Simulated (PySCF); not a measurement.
## Worked example: oscillator strength and radiative lifetime

Al(H)(Cl)(NMe2) (C2H7AlClN), SMILES C[N](C)[AlH][Cl].

Coordinates come from a B3LYP-D3(BJ)/def2-SVP optimisation. The structure was generated by enumeration; whether it is a known compound was not checked. One conformer was computed; it need not be the lowest.

TDDFT-B3LYP/def2-SVPD (PySCF) puts the first singlet state with f over 0.02 at 5.06 eV (vertical), with the transition dipole (0.505, 0.915, 0.000) in atomic units.

**Question.** Find the oscillator strength, the wavelength and the radiative lifetime that this transition would have in vacuum if emission retraced absorption.

**Answer.** 
|μ|² = 1.0923 au, so |μ| = 2.66 D. ΔE = 5.06/27.211 = 0.1860 hartree. f = (2/3) ΔE |μ|² = 0.135 (the program prints 0.135).
λ = 1239.84/5.06 = 245 nm; ν = 40812 cm⁻¹.
Einstein's coefficient A = 0.6670 ν² f s⁻¹ (ν in cm⁻¹) = 1.5e8 s⁻¹, so τ = 1/A = 6.6 ns. This state is S1. The figure is the radiative limit of this one transition; relaxation, internal conversion, crossing to triplets and a medium change what is measured.
